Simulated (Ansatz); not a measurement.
Coupled-cluster run, CH$_{7}$AsOSi (`CO[AsH][SiH3]`).

```yaml
crystal:
  periodic: [false, false, false]
  atoms:
    - {symbol: C, position_ang: [0.193591, 2.189853, -0.128046]}
    - {symbol: O, position_ang: [-0.282974, 0.873548, 0.029543]}
    - {symbol: As, position_ang: [0.992466, -0.362198, 0.371936]}
    - {symbol: Si, position_ang: [-0.560171, -2.154922, 0.331480]}
    - {symbol: H, position_ang: [-0.676259, 2.849163, -0.167004]}
    - {symbol: H, position_ang: [0.760629, 2.308224, -1.060713]}
    - {symbol: H, position_ang: [0.831969, 2.503519, 0.707974]}
    - {symbol: H, position_ang: [1.401055, -0.646868, -1.084204]}
    - {symbol: H, position_ang: [-1.363777, -2.125251, 1.579743]}
    - {symbol: H, position_ang: [-1.456872, -2.074404, -0.848404]}
    - {symbol: H, position_ang: [0.225843, -3.417667, 0.288294]}
basis:
  gaussian: {orbitals: def2-SVP}
correlation: {method: ccsd_t}
```

```sh
$ ansatz run in.yaml --threads 2 --pin off --events-out ev --progress --plain --max-ram 32768MiB --backend cpu
```

Output of Ansatz, abridged:

```
Functional definition: HF
1116 factors; integrals over basis functions are off by at most 1.3e-3 eV
mean field evaluation 1: about -71820.9554 eV, gradient 2.9e1 eV
mean field evaluation 2: about -71820.9931 eV, gradient 2.9e1 eV
mean field evaluation 4: about -71823.2628 eV, gradient 3.9e0 eV
mean field evaluation 8: about -71823.3170 eV, gradient 1.9e-1 eV
mean field evaluation 16: about -71823.2701 eV, gradient 6.1e-1 eV
mean field -71823.31723510 eV, -2639.4582247969 hartree, gradient 3.7e-6 eV, S^2 0.000000; 0 other end points of the search recorded, 0 dependent functions left out
16 core orbitals not correlated: weight in the atoms' cores, before any rotation towards them, 1.000 or more for the frozen orbitals, at most 0.000 for the correlated occupied ones
reference -71823.31723510 eV, -2639.4582247969 hartree; 18, 18 occupied and 79, 79 virtual orbitals, 1116 factors
second order -18.14701984 eV of doubles, -0.00000000 eV of singles
cycle   1  -18.75883511 eV  change   -6.1e-1 eV  update   1.1e-1
cycle   2  -19.35872652 eV  change   -6.0e-1 eV  update   3.3e-2
cycle   3  -19.47640071 eV  change   -1.2e-1 eV  update   1.7e-2
cycle   4  -19.46651598 eV  change    9.9e-3 eV  update   4.3e-3
cycle   5  -19.46725579 eV  change   -7.4e-4 eV  update   2.1e-3
cycle   6  -19.46726727 eV  change   -1.1e-5 eV  update   6.6e-4
cycle   7  -19.46682841 eV  change    4.4e-4 eV  update   2.8e-4
cycle   8  -19.46688099 eV  change   -5.3e-5 eV  update   9.7e-5
cycle   9  -19.46692292 eV  change   -4.2e-5 eV  update   3.6e-5
perturbative correction -0.52819424 eV, -0.0194107802 hartree
Total energy: -71843.31235226 eV, -2640.1930317993 hartree
```

It took 20 s on 2 threads of a server CPU on a shared host, with 0.57 GiB of host memory at the peak.

Correlation energy per correlated electron: -0.555 eV. T1 diagnostic: 0.0114.
